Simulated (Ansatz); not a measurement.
Consider the hydrogenolysis of a Ge–Cl bond: `[SiH3][GeH2][Cl]` + H₂ → `[SiH3][GeH3]` + HCl.

Isolated molecules relaxed with PBE0-D4/def2-TZVP in Ansatz; ΔE leaves out vibrations. CBS: MP2 limit from def2 TZ/QZ plus the TZ coupled-cluster correction, frozen cores. This one scheme is used for every species. Functionals use def2-TZVPP. B3LYP here is the variant with VWN-RPA as its local correlation; programs differ in this. HSE06 is defined as in plane-wave codes. For Ge outer-core shells are correlated without core-valence functions, which leaves a few kJ/mol of doubt a bond. Scalar relativity is left out up to krypton.

| level | ΔE (kJ/mol) | difference from CCSD(T)/CBS |
| --- | --- | --- |
| LDA (SPW92) | 40.1 | -9.5 |
| PBE-D4 | 51.2 | 1.6 |
| revPBE-D4 | 54.8 | 5.2 |
| BLYP-D4 | 55.4 | 5.8 |
| r2SCAN-D4 | 53.5 | 3.9 |
| B97M-V | 47.1 | -2.5 |
| PBE0-D4 | 49.7 | 0.1 |
| B3LYP-D4 | 53.1 | 3.5 |
| r2SCANh-D4 | 52.7 | 3.1 |
| r2SCAN0-D4 | 51.6 | 2.0 |
| BHLYP-D4 | 53.3 | 3.7 |
| ωB97X-V | 50.5 | 0.9 |
| ωB97M-V | 51.1 | 1.5 |
| B2PLYP | 49.6 | 0.0 |
| PBE-QIDH | 49.7 | 0.1 |
| PBE | 47.0 | -2.6 |
| BLYP | 47.1 | -2.5 |
| r2SCAN | 52.5 | 2.9 |
| PBE0 | 46.0 | -3.6 |
| r2SCANh | 51.6 | 2.0 |
| r2SCAN0 | 50.4 | 0.8 |
| HSE06 | 46.5 | -3.1 |
| BHLYP | 46.5 | -3.1 |
| CAM-B3LYP | 43.3 | -6.3 |
| LC-ωPBE | 42.2 | -7.4 |
| RPA@PBE/def2-TZVPP | 43.9 | -5.7 |
| HF/def2-SVP | 38.0 | -11.6 |
| MP2/def2-SVP | 42.0 | -7.6 |
| CCSD/def2-SVP | 33.4 | -16.2 |
| CCSD(T)/def2-SVP | 35.1 | -14.5 |
| HF/def2-TZVPP | 46.5 | -3.1 |
| SCS-MP2/def2-TZVPP | 52.0 | 2.4 |
| CCSD/def2-TZVPP | 43.4 | -6.2 |
| CCSD(T)/def2-TZVPP | 46.1 | -3.5 |
| HF/def2-QZVPP | 46.4 | -3.2 |
| MP2/def2-QZVPP | 56.8 | 7.2 |
| SCS-MP2/def2-QZVPP | 54.0 | 4.4 |
| HF/CBS(def2) | 46.4 | -3.2 |
| MP2/CBS(def2) | 58.3 | 8.7 |
| CCSD/CBS(def2) | 46.9 | -2.7 |
| CCSD(T)/CBS | 49.6 | 0 |

Largest T1 diagnostic among the species: 0.012.

Leaving LDA and LC-ωPBE aside and taking each functional with its dispersion term where it has one, the values spread over 8.2 kJ/mol, from B97M-V to BLYP-D4. LDA lies −7.0 kJ/mol from PBE without D4. The D4 term adds +6.8 kJ/mol with B3LYP and +3.7 kJ/mol with PBE0; it sums over pairs of atoms, weighted by their polarisabilities, and B3LYP, whose exchange is more repulsive, gets the larger term. At CCSD(T), def2-SVP lies −14.5 kJ/mol from the extrapolated value and def2-TZVPP −3.5 kJ/mol.
